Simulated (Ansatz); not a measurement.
Consider the ligand exchange at a B–C bond: `OCBF` + `N=C=O` → `O=C=NBF` + CH₃OH.

Isolated molecules relaxed with PBE0-D4/def2-TZVP in Ansatz; ΔE leaves out vibrations. CBS: def2 TZ/QZ extrapolation, frozen cores. Each species was taken in one conformer, which may not be the lowest.

`OCBF`:

Cartesian coordinates in Å:
```
O -0.484 -0.404 1.441
C 0.432 0.066 0.476
B -0.069 0.147 -0.993
F -1.314 -0.230 -1.264
H -1.308 -0.621 0.998
H 1.341 -0.558 0.484
H 0.795 1.068 0.762
H 0.608 0.532 -1.904
```

`N=C=O`:

Cartesian coordinates in Å:
```
N -0.498 -0.118 -0.570
C 0.384 0.258 0.165
O 1.265 0.712 0.770
H -1.151 -0.853 -0.366
```

`O=C=NBF`:

Cartesian coordinates in Å:
```
O 0.531 -2.274 1.132
C 0.161 -1.343 0.552
N -0.291 -0.428 -0.086
B -0.138 0.943 -0.406
F -1.001 1.487 -1.240
H 0.737 1.616 0.049
```

CH₃OH:

Cartesian coordinates in Å:
```
C -0.314 -0.015 -0.168
O 0.674 -0.377 0.769
H -1.166 -0.676 -0.006
H 0.025 -0.144 -1.203
H -0.656 1.019 -0.037
H 1.436 0.192 0.644
```

| species | CCSD(T)/CBS(def2) energy (Eh) |
| --- | --- |
| `OCBF` | -240.25017 |
| `N=C=O` | -168.51449 |
| `O=C=NBF` | -293.19456 |
| CH₃OH | -115.61226 |

Task: Work out ΔE.

Result: ΔE = (-293.19456) + (-115.61226) − (-240.25017) − (-168.51449) = -0.04216 Eh = -1.15 eV.

Largest T1 diagnostic among the species: 0.018.

In def2-TZVPP, CCSD(T) changes the Hartree–Fock value by +0.15 eV (the triples alone add +0.01 eV) and MP2 by +0.11 eV. From PBE to PBE0 (25 % exact exchange), in def2-TZVPP and without D4, ΔE moves by −0.04 eV.
